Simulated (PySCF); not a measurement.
# Single point on WO

State: ³Σ⁻ (triplet), unpaired electrons δ ↑↑.

An equivalent input (the run itself took its basis sets from the Basis Set Exchange, started from a PBE0 density and held the occupation σ 6α 6β, πx 2α 2β, πy 2α 2β, δx 1α 0β, δy 1α 0β):

```python
from pyscf import gto, dft
mol = gto.M(atom='W 0 0 0; O 0 0 1.65', basis={'W': 'def2-TZVPPD', 'O': 'def2-TZVPPD'}, ecp={'W': 'def2-TZVPPD'},
            charge=0, spin=2, verbose=4, symmetry='C2v')
mf = dft.UKS(mol, xc='B3LYP')
mf.grids.atom_grid = (80, 434)
mf.grids.prune = dft.gen_grid.treutler_prune
mf.irrep_nelec = {'A1': (7, 6), 'A2': (1, 0), 'B1': (2, 2), 'B2': (2, 2)}
mf.conv_tol = 1e-9
mf.max_cycle = 60
mf.diis_space = 10
mf.kernel()
```

The log (some set-up lines and the per-cycle HOMO/LUMO lines removed):

```
******** <class 'pyscf.dft.uks_symm.SymAdaptedUKS'> ********
method = SymAdaptedUKS
damping factor = 0
level_shift factor = 0
DIIS = <class 'pyscf.scf.diis.CDIIS'>
diis_start_cycle = 1
diis_space = 10
diis_damp = 0
SCF conv_tol = 1e-09
SCF conv_tol_grad = None
SCF max_cycles = 60
number electrons alpha = 12  beta = 10
Set gradient conv threshold to 3.16228e-05
init E= -142.311844832894
cycle= 1 E= -142.312567722082  delta_E= -0.000723  |g|= 0.0277  |ddm|= 0.0994
cycle= 2 E= -142.310416863344  delta_E= 0.00215  |g|= 0.0822  |ddm|= 0.0531
cycle= 3 E= -142.3127991642  delta_E= -0.00238  |g|= 0.0115  |ddm|= 0.048
cycle= 4 E= -142.312860839236  delta_E= -6.17e-05  |g|= 0.00128  |ddm|= 0.0117
cycle= 5 E= -142.312866399348  delta_E= -5.56e-06  |g|= 0.000764  |ddm|= 0.0071
cycle= 6 E= -142.312868259635  delta_E= -1.86e-06  |g|= 0.000343  |ddm|= 0.00562
cycle= 7 E= -142.312868388115  delta_E= -1.28e-07  |g|= 8.14e-05  |ddm|= 0.00149
cycle= 8 E= -142.312868392035  delta_E= -3.92e-09  |g|= 1.17e-05  |ddm|= 0.000109
cycle= 9 E= -142.312868392641  delta_E= -6.06e-10  |g|= 5.17e-06  |ddm|= 7.88e-05
Extra cycle  E= -142.312868392674  delta_E= -3.33e-11  |g|= 1.11e-05  |ddm|= 2.69e-05
converged SCF energy = -142.312868392674  <S^2> = 2.0427318  2S+1 = 3.0283539
```

Repeating this along the bond gives Re = 1.658 Å and ωe = 1093 cm⁻¹.

A point of this curve took 2.2 CPU seconds beside 0.47 for the integrals, on Intel Xeon 6975P-C (shared host).

Spin–orbit coupling is left out. With d or f electrons several states lie close, and the lowest PBE0 determinant need not be the measured ground state.
